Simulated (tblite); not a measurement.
Input of a run (GFN2-xTB geometry optimisation, gas phase (tblite 0.8.0)), started from a force field or distance geometry:
```
{"job": {"kind": "relax", "xc": "GFN2-xTB", "basis": "xTB"}, "charge": 0, "multiplicity": 1}
O      3.007800     1.088200     0.393000
C      2.716200    -0.075000     0.215300
O      3.654700    -1.055000     0.253600
C      1.391700    -0.649600    -0.032300
C      0.309700     0.134600    -0.089400
C     -1.088900    -0.370000    -0.356300
Cl    -1.627000     0.300200    -1.935300
Si    -2.368000     0.117100     0.932900
O     -2.593300     1.752200     1.078700
H      4.479400    -0.572700     0.422300
H      1.336100    -1.733800    -0.149700
H      0.429000     1.210700     0.029500
H     -1.093000    -1.457500    -0.453700
H     -1.989200    -0.427500     2.254800
H     -3.691500    -0.470900     0.579000
H     -2.881200     2.217800     0.282400
```

Output (eV, eV/Å):
```
step      E/eV     max force
  0    -833.75029    1.999
  1    -833.84901    0.706
  2    -833.87544    0.613
  3    -833.88723    0.454
  4    -833.89759    0.334
  5    -833.91275    0.280
  6    -833.91860    0.333
  7    -833.92629    0.232
  8    -833.93056    0.172
  9    -833.93422    0.161
 10    -833.93752    0.156
 11    -833.94119    0.173
 12    -833.94446    0.153
 13    -833.94671    0.112
 14    -833.94799    0.097
 15    -833.94896    0.079
 16    -833.94997    0.113
 17    -833.95104    0.113
 18    -833.95199    0.087
 19    -833.95271    0.060
 20    -833.95331    0.054
 21    -833.95399    0.088
 22    -833.95490    0.118
 23    -833.95609    0.125
 24    -833.95739    0.102
 25    -833.95864    0.111
 26    -833.95992    0.121
 27    -833.96139    0.138
 28    -833.96283    0.117
 29    -833.96396    0.101
 30    -833.96493    0.097
 31    -833.96594    0.105
 32    -833.96715    0.128
 33    -833.96816    0.085
 34    -833.96868    0.048
 35    -833.96888    0.038
 36    -833.96913    0.039
 37    -833.96947    0.061
 38    -833.96983    0.061
 39    -833.97014    0.041
 40    -833.97040    0.039
 41    -833.97071    0.055
 42    -833.97105    0.066
 43    -833.97140    0.062
 44    -833.97173    0.047
 45    -833.97206    0.046
 46    -833.97249    0.063
 47    -833.97305    0.102
 48    -833.97376    0.119
 49    -833.97448    0.095
 50    -833.97501    0.053
 51    -833.97533    0.037
 52    -833.97557    0.042
 53    -833.97585    0.059
 54    -833.97622    0.067
 55    -833.97665    0.056
 56    -833.97703    0.067
 57    -833.97742    0.090
 58    -833.97795    0.098
 59    -833.97877    0.089
 60    -833.97975    0.066
 61    -833.98049    0.053
 62    -833.98083    0.043
 63    -833.98101    0.037
 64    -833.98121    0.050
 65    -833.98149    0.052
 66    -833.98192    0.041
 67    -833.98219    0.034
 68    -833.98239    0.035
 69    -833.98256    0.031
 70    -833.98272    0.025
 71    -833.98286    0.025
 72    -833.98300    0.026
 73    -833.98315    0.038
 74    -833.98335    0.038
 75    -833.98362    0.039
 76    -833.98380    0.031
 77    -833.98399    0.034
 78    -833.98415    0.033
 79    -833.98437    0.045
 80    -833.98468    0.055
 81    -833.98507    0.047
 82    -833.98541    0.037
 83    -833.98562    0.043
 84    -833.98581    0.044
 85    -833.98601    0.063
 86    -833.98623    0.069
 87    -833.98645    0.050
 88    -833.98664    0.028
 89    -833.98670    0.021
 90    -833.98679    0.015
 91    -833.98683    0.013
 92    -833.98688    0.016
 93    -833.98694    0.018
 94    -833.98699    0.014
 95    -833.98703    0.015
 96    -833.98705    0.011
 97    -833.98706    0.010
 98    -833.98708    0.015
 99    -833.98709    0.017
100    -833.98712    0.018
101    -833.98714    0.011
102    -833.98716    0.011
103    -833.98718    0.014
104    -833.98720    0.021
105    -833.98723    0.027
106    -833.98727    0.024
107    -833.98731    0.017
108    -833.98733    0.008
```

Problem. Summarise the run.

Solution. The energy falls by 22.9 kJ/mol over 108 L-BFGS steps, the largest force on an atom goes from 2.00 to 0.008 eV/Å, and the atoms move by 0.348 Å rms after alignment. The bond that changes most is C6–Si8 (sp3 C–Cl carbon to oxygen-bound silicon), which lengthens by 0.060 Å. Bonds longer at the end by more than 0.005 Å: 1 of 15; shorter: 9. Among the angles that change most is H14–Si8–H15, from 107.1° to 116.2°. Among the dihedrals that turn most is C4–C5–C6–Cl7, from -114° to -145°. The energy never rose by more than 1e-5 eV on the way. The first step brought 42 % of the lowering.

Problem. What are the final bond lengths?

Solution. O1=C2 1.207 Å, C2–O3 1.346 Å, C2–C4 1.464 Å, C4=C5 1.336 Å, C5–C6 1.464 Å, C6–Cl7 1.798 Å, C6–Si8 1.941 Å, Si8–O9 1.611 Å, O3–H10 0.969 Å, C4–H11 1.079 Å, C5–H12 1.082 Å, C6–H13 1.088 Å, Si8–H14 1.453 Å, Si8–H15 1.460 Å, O9–H16 0.956 Å. Numbering counts from 1 in the input's order; the species is `O=C(O)/C=C/[C@H](Cl)[SiH2]O`.

Hardware: one thread, Intel Xeon at 2.70 GHz (x86_64), shared host with 64 logical CPUs at a one-minute load of 58. Cost: 1.2 s.

Its GFN2-xTB frequencies are all real (lowest 32 cm⁻¹). One conformer, not necessarily the lowest. 3 starts were optimised and ended at 0.00, 0.02 and 0.65 kcal/mol (GFN2-xTB); the lowest of these is shown.

These are computed values.
